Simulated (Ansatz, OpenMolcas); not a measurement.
## BBr2F (dibromofluoroborane): methods side by side

BBr2F: 4 atoms, total charge 0, spin state singlet. As SMILES, `FB(Br)Br`. The shape is that of a PBE0-D4/def2-TZVP optimisation.

Quantity: the vertical ionisation energy (to the doublet cation), in eV. The values are calculated.

| level | kind | program | value (eV) | CPU time (all runs) |
| --- | --- | --- | --- | --- |
| SVWN5/cc-pVDZ | LDA | OpenMolcas | 10.62 | 38 s |
| BLYP/cc-pVDZ | GGA | OpenMolcas | 10.20 | 55 s |
| revPBE/cc-pVDZ | GGA | OpenMolcas | 10.35 | 51 s |
| M06-L/cc-pVDZ | meta-GGA | OpenMolcas | 10.50 | 76 s |
| r2SCAN0/cc-pVDZ | hybrid meta-GGA | Ansatz | 11.04 | 32 s |
| CAM-B3LYP/cc-pVDZ | range-separated hybrid | Ansatz | 11.02 | 18 s |
| PBE-QIDH/cc-pVDZ | double hybrid | Ansatz | 11.19 | 29 s |
| RPA@PBE/cc-pVDZ | RPA | Ansatz | 10.40 | 20 s |
| MP2/cc-pVDZ | perturbation theory | Ansatz | 11.22 | 11 s |
| CCSD/cc-pVDZ | coupled cluster or CI | Ansatz | 10.94 | 43 s |

All-electron rows without a relativistic Hamiltonian named are non-relativistic. Spin-orbit coupling, which can split open shells on such heavy atoms by tenths of an eV, is left out. The values span 10.20 to 11.22 eV. In the correlated wave-function rows the outer d shell of Br is correlated, in sets not made for it. Times are those of the runs behind each value, whatever else they computed, on shared processors of several kinds: orders of magnitude only.
